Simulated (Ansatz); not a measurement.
Calculated with Ansatz (gas phase, PBE0-D4/def2-TZVP geometries, no zero-point term in ΔE). CCSD(T)/CBS is the MP2 limit (def2-TZVPP, def2-QZVPP) plus CCSD(T) − MP2 in def2-TZVPP, frozen cores. This one scheme is used for every species. For Mg outer-core shells are correlated without core-valence functions, which leaves a few kJ/mol of doubt a bond. Each species was taken in one conformer, which may not be the lowest.

Consider the ligand exchange at a Mg–O bond: `C[CH2][Mg][OH]` + H–F → `C[CH2][Mg][F]` + H₂O.

| species | SCS-MP2/def2-TZVPP energy (Eh) |
| --- | --- |
| `C[CH2][Mg][OH]` | -354.59221 |
| H–F | -100.33020 |
| `C[CH2][Mg][F]` | -378.62464 |
| H₂O | -76.32077 |

Q: Work out ΔE.

A: ΔE = (-378.62464) + (-76.32077) − (-354.59221) − (-100.33020) = -0.02300 Eh = -14.4 kcal/mol. CCSD(T)/CBS gives -14.3 kcal/mol.

Largest T1 diagnostic among the species: 0.010.

In def2-TZVPP, CCSD(T) changes the Hartree–Fock value by +1.0 kcal/mol (the triples alone add +0.1 kcal/mol) and MP2 by +1.4 kcal/mol. At CCSD(T), def2-SVP lies −2.0 kcal/mol from the extrapolated value and def2-TZVPP −0.1 kcal/mol. From BLYP to BHLYP (50 % exact exchange), in def2-TZVPP and without D4, ΔE moves by +1.0 kcal/mol.
